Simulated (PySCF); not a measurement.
## Basis-set dependence of excited states

C4H5NSe.
SMILES: `Nc1cc[se]c1`

TDDFT with PBE0 (PySCF), vertical singlets, core orbitals frozen in the response, spherical d and f functions. Geometry: PBE0-D3(BJ)/def2-SVP; no solvent, vibrations or thermal averaging. Relativistic effects, spin–orbit coupling among them, are left out although an element past zinc is present.

**Question.** How do the low singlets change with the basis? Take 6-31G*, def2-SVP, def2-SVPD, aug-cc-pVDZ, def2-TZVP and def2-TZVPD.

**Answer.** 

```csv
basis,functions,diffuse,S1 (eV),S2 (eV),S3 (eV),S4 (eV),S5 (eV),LUMO (eV),α (au)
6-31G*,112,no,4.67,4.84,5.59,5.90,6.41,0.09,64.6
def2-SVP,127,no,4.75,4.87,5.81,5.84,6.16,-0.14,66.2
def2-SVPD,181,yes,4.55,4.65,5.38,5.48,5.66,-0.38,80.1
aug-cc-pVDZ,196,yes,4.36,4.60,4.80,5.22,5.31,-0.39,82.1
def2-TZVP,233,no,4.65,4.66,5.56,5.62,5.70,-0.31,76.2
def2-TZVPD,287,yes,4.46,4.61,5.04,5.40,5.43,-0.39,82.1
```

States are compared by their number. Against the largest diffuse basis here (def2-TZVPD, itself not a converged limit), sets without diffuse functions differ by up to 0.29 eV in S1 and 0.98 eV in S5; the smaller diffuse sets differ by up to 0.10 and 0.23 eV. State by state, the largest deviation of a set without diffuse functions is S1 0.29, S2 0.26, S3 0.77, S4 0.49, S5 0.98 eV. The same number needn't mean the same state in each row. Against def2-TZVPD the polarisability deviates by -21% in 6-31G*, -19% in def2-SVP, -2% in def2-SVPD, 0% in aug-cc-pVDZ, -7% in def2-TZVP.
